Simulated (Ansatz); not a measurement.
# Redistribution: SnH3F + C2H7FSn → SnH4 + C2H6F2Sn

Species: SnH3F `[F][SnH3]`, singlet; C2H7FSn `C[CH2][SnH2][F]`, singlet; SnH4 `[SnH4]`, singlet; C2H6F2Sn `C[CH2][SnH]([F])[F]`, singlet. The partners trade F for H; both sit on Sn, so the bond types are kept.

Shapes, held fixed at every level: PBE0-D4/def2-TZVP. Flexible molecules stand in one conformer, not always the lowest. Programs: Ansatz 0.2.0. The zero-point and thermal change to 298 K, harmonic and unscaled (PBE0-D4/def2-TZVP), is 0.0 kJ/mol.

```json
{"level": "BHLYP-D4/def2-TZVPP", "kind": "global hybrid", "ΔH(298 K) (kJ/mol)": "-15.8", "less CCSD(T)/def2-TZVPP": "+3.2"}
{"level": "r2SCAN0-D4/def2-TZVPP", "kind": "global hybrid", "ΔH(298 K) (kJ/mol)": "-18.4", "less CCSD(T)/def2-TZVPP": "+0.6"}
{"level": "wB97M-V/def2-TZVPP", "kind": "range-separated hybrid", "ΔH(298 K) (kJ/mol)": "-17.3", "less CCSD(T)/def2-TZVPP": "+1.7"}
{"level": "B2PLYP/def2-TZVPP", "kind": "double hybrid", "ΔH(298 K) (kJ/mol)": "-17.2", "less CCSD(T)/def2-TZVPP": "+1.8"}
{"level": "CCSD(T)/def2-SVP", "kind": "coupled cluster or CI", "ΔH(298 K) (kJ/mol)": "-20.3", "less CCSD(T)/def2-TZVPP": "-1.3"}
{"level": "CCSD/def2-TZVPP", "kind": "coupled cluster or CI", "ΔH(298 K) (kJ/mol)": "-17.9", "less CCSD(T)/def2-TZVPP": "+1.1"}
{"level": "CCSD(T)/def2-TZVPP", "kind": "coupled cluster or CI", "ΔH(298 K) (kJ/mol)": "-19.0", "less CCSD(T)/def2-TZVPP": "0.0"}
```

The highest level, CCSD(T)/def2-TZVPP, gives ΔH(298 K) = -19.0 kJ/mol; the levels span -20.3 to -15.8. The column of differences is taken from that level and isn't an error. No measured value is set beside it here. For atoms past krypton def2 sets carry core potentials with scalar relativity. Outer-core shells of Sn are correlated, in sets that cover them unevenly.
